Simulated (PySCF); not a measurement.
**I: excitation energy**

I [Kr] 4d10 5s2 5p5 (2P) → I [Kr] 4d10 5s1 5p5 5d1 (high-spin determinant), as a difference of total energies. Calculation: PySCF 2.14, in x2c-QZVPPall with one added diffuse shell each of s, p, d, f type (14s10p8d5f1g, 128 functions); the spin-free X2C one-electron Hamiltonian (Gaussian nucleus). Correlated levels: valence: [Kr] 4d10 frozen; valence and next inner shell: [Ar] 3d10 frozen. The calculations carry no spin-orbit coupling.

```json
{"method": "UHF", "excitation energy (cm⁻¹)": "158840"}
{"method": "LDA", "excitation energy (cm⁻¹)": "155060"}
{"method": "PBE", "excitation energy (cm⁻¹)": "152080"}
{"method": "PBE0", "excitation energy (cm⁻¹)": "155450"}
{"method": "r2SCAN", "excitation energy (cm⁻¹)": "154700"}
{"method": "MP2 (valence)", "excitation energy (cm⁻¹)": "152680"}
{"method": "SCS-MP2 (valence)", "excitation energy (cm⁻¹)": "151990"}
{"method": "MP2 (valence and next inner shell)", "excitation energy (cm⁻¹)": "153260"}
{"method": "SCS-MP2 (valence and next inner shell)", "excitation energy (cm⁻¹)": "152170"}
```

A first-order spin-orbit estimate (lowest level to lowest level, LS coupling) adds -0.023 eV.

The upper state lies above the first ionisation limit, where it may autoionise and the basis confines it.

The promoted electron is Rydberg-like, and one or two diffuse shells describe it only roughly, which tends to raise the upper state.

The determinant of the upper state mixes LS terms, which raises its energy above the lowest term, most at the Hartree-Fock and MP2 levels.
